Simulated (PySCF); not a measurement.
Compound: C7H13PS.
Numbering: `[S:1]=[P@:2]12[CH2:3][CH2:4][CH2:5][C@H:6]1[CH2:7][CH2:8][CH2:9]2`

Definitions: NICS(0) = −σiso at the ring centroid; NICS(1) = −σiso and NICS(1)zz = −σzz at ±1 Å along the ring normal z. Level: GIAO PBE0/pcSseg-1 (PySCF, non-relativistic, gas phase) on the GFN2-xTB geometry, one conformer.

Ring bond lengths (Å), with Mayer bond orders in brackets: P2–C3 1.851 (0.89), C3–C4 1.527 (1.03), C4–C5 1.528 (1.03), C5–C6 1.533 (0.96), C6–P2 1.867 (0.84); P2–C6 1.867 (0.84), C6–C7 1.529 (1.02), C7–C8 1.531 (1.01), C8–C9 1.525 (1.01), C9–P2 1.850 (0.90).

Task: What do the NICS probes read (ppm)?

Result: 
```
          ring                                             type  NICS(0)  NICS(1), two faces  NICS(1)zz, two faces  rms pucker (Å)  centre to ring atoms, mean (Å)
P2–C3–C4–C5–C6  5-membered ring with P; formal bonds all single     -6.1         -3.9 / -5.0           -2.0 / -2.7            0.21                            1.38
P2–C6–C7–C8–C9  5-membered ring with P; formal bonds all single     -6.1         -3.7 / -5.2           -2.4 / -2.6            0.20                            1.38
```

Task: What do they say, and how far can they be read as aromaticity?

Result: 
- P2–C3–C4–C5–C6: mean NICS(1)zz -2.3 ppm, near zero. P2, C3, C4, C5, C6 have four or more neighbours, and the NICS criterion for π rings isn't applied.
- P2–C6–C7–C8–C9: mean NICS(1)zz -2.5 ppm, near zero. P2, C6, C7, C8, C9 have four or more neighbours, so the value isn't read as a sign of a π ring current.

Task: What field does 1 T along the ring normal induce along that normal at the second NICS(1) probe listed for ring P2–C3–C4–C5–C6, 1 Å off the ring?

Result: NICSzz × B0 = -2.7 ppm × 1 T = -3 μT, against the applied field.

Task: Give the inner angles of the rings and the Hirshfeld charges of the ring atoms.

Result: 
- P2–C3–C4–C5–C6: P2 94.5° (+0.339 e), C3 102.1° (-0.110 e), C4 106.9° (-0.068 e), C5 107.9° (-0.069 e), C6 105.7° (-0.065 e); sum 517.1° against 540° for a flat convex ring.
- P2–C6–C7–C8–C9: P2 94.8° (+0.339 e), C6 104.6° (-0.065 e), C7 107.8° (-0.069 e), C8 106.9° (-0.069 e), C9 104.9° (-0.110 e); sum 519.0° against 540° for a flat convex ring.

Time: 53 s; peak memory 1.2 GiB. Hardware: Arm Neoverse V1, one thread, shared host with 32 logical CPUs at a one-minute load of 11. This is the whole shielding run at PBE0/pcSseg-1, SCF included.
